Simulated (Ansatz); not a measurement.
Program: Ansatz. Geometries: PBE0-D4/def2-TZVP. ΔE: electronic, gas phase. CCSD(T)/CBS adds triple-zeta CCSD(T) − MP2 to the extrapolated MP2 energy (def2 sets, frozen cores). This one scheme is used for every species. Functionals use def2-TZVPP. B3LYP here is the variant with VWN-RPA as its local correlation; programs differ in this. HSE06 is defined as in plane-wave codes.

`C[SiH2]C(F)(F)F` → `C[SiH2]F` + `F[C]F`  (difluorocarbene loss)

`C[SiH2]C(F)(F)F`:

Cartesian coordinates in Å:
```
C -1.364 -0.725 -0.416
Si -0.297 0.745 -0.019
C 1.481 0.108 0.397
F 1.478 -0.735 1.450
F 2.333 1.103 0.700
F 2.025 -0.570 -0.634
H -2.381 -0.407 -0.660
H -1.414 -1.406 0.436
H -0.963 -1.271 -1.272
H -0.140 1.672 -1.166
H -0.757 1.485 1.182
```

`C[SiH2]F`:

Cartesian coordinates in Å:
```
C 0.108 -0.185 -0.961
Si -0.137 0.164 0.843
F 1.293 0.254 1.566
H 0.634 -1.131 -1.109
H -0.860 -0.253 -1.465
H 0.685 0.609 -1.440
H -0.822 1.463 1.058
H -0.900 -0.921 1.509
```

`F[C]F`:

Cartesian coordinates in Å:
```
F -0.709 0.202 0.762
C -0.278 -0.242 -0.377
F 0.987 0.040 -0.384
```

CCSD(T)/CBS gives +19.8 kcal/mol.

Task: Another level gave +25.5 kcal/mol. Which?
A. PBE-QIDH/def2-TZVPP
B. HSE06-D4/def2-TZVPP
C. B3LYP-D4/def2-TZVPP
D. B97M-V/def2-TZVPP

Result: A. PBE-QIDH 25.5, HSE06-D4 27.8, B97M-V 20.1, B3LYP-D4 21.4 kcal/mol.

Largest T1 diagnostic among the species: 0.017.

In def2-TZVPP, CCSD(T) changes the Hartree–Fock value by +8.4 kcal/mol (the triples alone add +0.6 kcal/mol) and MP2 by +11.1 kcal/mol. Leaving LDA and LC-ωPBE aside and taking each functional with its dispersion term where it has one, the values, not all of them listed here, spread over 8.7 kcal/mol, from B2PLYP to PBE0-D4. LDA lies +13.6 kcal/mol from PBE without D4.
